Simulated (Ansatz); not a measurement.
Two isomers of C2H6F2Si: A = `C[SiH2]C(F)F`, B = `FC[SiH2]CF`.

Program: Ansatz. Geometries: PBE0-D4/def2-TZVP. ΔE: electronic, gas phase. CCSD(T)/CBS adds triple-zeta CCSD(T) − MP2 to the extrapolated MP2 energy (def2 sets, frozen cores). Functionals use def2-TZVPP. B3LYP here is the variant with VWN-RPA as its local correlation; programs differ in this. One conformer a species, not always the lowest.

(1) Which isomer does CCSD(T)/CBS put lower? Give the gap. (An estimate is asked.)

(2) Give E(B) − E(A) in kcal/mol with r2SCAN-D4, MP2/def2-TZVPP, B3LYP-D4, PBE-D4, HF/def2-TZVPP, CCSD(T)/def2-TZVPP, PBE0-D4. (An estimate is asked.)

Largest T1 diagnostic: 0.012.

## Answers

(1) Computed: A, by 13.4 kcal/mol.

(2) Computed: r2SCAN-D4 14.6, MP2/def2-TZVPP 14.4, B3LYP-D4 12.8, PBE-D4 13.6, HF/def2-TZVPP 12.9, CCSD(T)/def2-TZVPP 13.7, PBE0-D4 13.8. None reverses the order clearly.

In def2-TZVPP, CCSD(T) changes the Hartree–Fock value by +0.8 kcal/mol (the triples alone add +0.3 kcal/mol) and MP2 by +1.5 kcal/mol.
